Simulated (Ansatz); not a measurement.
The cluster Ge2S4⁻. The state is a doublet with charge -1. Geometry PBE-D4/def2-SVPD, basis def2-TZVPD, Ansatz.

```tsv
atom	x (Å)	y (Å)	z (Å)
Ge1	-0.4108	2.6712	-0.2455
Ge2	0.3381	-0.3543	-0.9830
S3	0.8240	-3.1192	1.0584
S4	1.3849	1.3918	0.3092
S5	-1.6732	0.9723	-1.0858
S6	-0.4631	-1.5618	0.9467
```

```tsv
run	HOMO (eV)	LUMO (eV)
A	-1.12	-0.46
B	-2.35	0.38
C	-1.83	-0.14
D	-2.23	0.26
E	-1.47	-0.47
F	-1.28	-0.59
```

Another isomer (doublet) lies 0.73 eV lower at PBE0-D4/def2-TZVPD; other spin states weren't run for this one.

HOMO and LUMO are taken over both spins.

**Question.** The runs used BLYP, PBE, PBE0, r2SCAN, r2SCAN0, r2SCANh. Estimate which is which.

**Answer.** A BLYP (0 % exact exchange); B r2SCAN0 (25 % exact exchange); C r2SCANh (10 % exact exchange); D PBE0 (25 % exact exchange); E r2SCAN (0 % exact exchange); F PBE (0 % exact exchange). Exact exchange lowers occupied and raises empty levels; among semilocal functionals meta-GGAs tend to open the gap a little, and such runs are hard to tell apart. The gap grows from 0.67 eV (BLYP) to 2.73 eV (r2SCAN0).
